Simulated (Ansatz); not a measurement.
Harmonic frequencies (cm⁻¹) at PBE0-D4/def2-TZVP from Ansatz: 40, 90, 175, 236, 305, 349, 376, 475, 495, 540, 720, 735, 876, 910, 986, 1577, 1846, 2165, 2197, 3586, 3698.

Each molecule was computed in one conformer, which needn't be the lowest.

**Question.** Which molecule is it?
A. `[CH2]1O[CH2][GaH]1`
B. `C[S][AlH][OH]`
C. `C[C]1=[CH][AlH]1`
D. `N[SiH2][InH][F]`

**Answer.** D.
